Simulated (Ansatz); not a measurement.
`N[Si](F)(F)[SiH3]` + NH₃ → `N[Si](N)(F)F` + SiH₄ at 400 K and 1 bar (cleavage of the Si–Si bond).

Isolated molecules relaxed with PBE0-D4/def2-TZVP in Ansatz; ΔE leaves out vibrations. CCSD(T)/CBS is the MP2 limit (def2-TZVPP, def2-QZVPP) plus CCSD(T) − MP2 in def2-TZVPP, frozen cores. This one scheme is used for every species. One conformer a species, not always the lowest.

```tsv
species	CCSD(T)/CBS energy (Eh)	H − E (kJ/mol)	S (J/(mol·K))
`N[Si](F)(F)[SiH3]`	-835.62453	188.0	407.1
NH₃	-56.50880	104.2	203.1
`N[Si](N)(F)F`	-600.70522	188.3	358.4
SiH₄	-291.46306	96.9	218.6
```

H − E and S are ideal-gas, rigid-rotor, harmonic terms from PBE0-D4/def2-TZVP, for one conformer and one mirror image of each species. 1 Eh = 2625.50 kJ/mol, R = 8.31446 J/(mol·K).

Question: By hand: ΔE, ΔH, ΔS and ΔG.

Answer: ΔE = (-600.70522) + (-291.46306) − (-835.62453) − (-56.50880) = -0.03495 Eh = -91.8 kJ/mol. Δ(H − E) = 188.3 + 96.9 − 188.0 − 104.2 = -7.0, so ΔH = -98.8 kJ/mol. ΔS = 358.4 + 218.6 − 407.1 − 203.1 = -33.2 J/(mol·K). ΔG = -98.8 − 400 × (-33.2)/1000 = -85.5 kJ/mol.

Question: By hand: the equilibrium constant, and the temperature at which ΔG would vanish if ΔH and ΔS stayed fixed.

Answer: log₁₀ K = −ΔG/(RT ln 10) = 11.2. ΔG = 0 at ΔH/ΔS = 2976 K, far beyond where these terms or the molecules hold.

ΔH outweighs TΔS. A doubt of 5 kJ/mol in ΔE shifts log₁₀ K by 0.7 here. Other conformers and mirror images would add mixing entropy, several J/(mol·K) or more a flexible species. These are equilibria of isolated gas molecules and say nothing of rates. Largest T1 diagnostic: 0.012 (customary marks: 0.02 for closed shells, 0.045 for open ones).
